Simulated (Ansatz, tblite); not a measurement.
Cost and result up the ladder for the cluster Al2Cu6 (8 atoms). Total charge 0; singlet. Geometry: r2SCAN-D4/def2-SVP.

```xyz
8

Al    1.3500    0.3696    0.4974
Al   -1.5638    1.2879    0.4018
Cu    1.8656   -0.0252   -1.7729
Cu   -0.5626   -0.9602    1.1770
Cu   -2.3654    0.0945    2.2155
Cu    0.2285    1.6728   -1.1721
Cu    1.4126   -1.8581   -0.2081
Cu   -0.3647   -0.5812   -1.1386
```

Ansatz on 4 threads of Arm Neoverse V2 on a shared host; xTB runs through tblite on one thread. Times are rough, summed over both states, and most runs start from the orbitals of an earlier one. No level here is sound enough to serve as a yardstick. The other state is a quintet at its own geometry, which has other bonds, so the gap mixes isomer and spin.

The xTB rows come from tblite. The structure comes from a short search, and lower isomers may exist.

Run but left out: HF/STO-3G (singlet: restricted singlet, unstable in another Hartree–Fock run and untested here); HF/def2-SVP, MP2/def2-SVP (singlet: restricted singlet, unstable towards broken spin symmetry).

xTB has no spin-polarisation term.

```
           level  functions  wall time  quintet − singlet (eV)                                  remarks
        GFN1-xTB         72    0.025 s                    3.03                                        –
        GFN2-xTB         72    0.039 s                    2.21                                        –
 PBE-D4/def2-SVP        222       26 s                    1.11                                        –
PBE0-D4/def2-SVP        222       55 s                    1.05  restricted SCF unstable in HF (singlet)
```
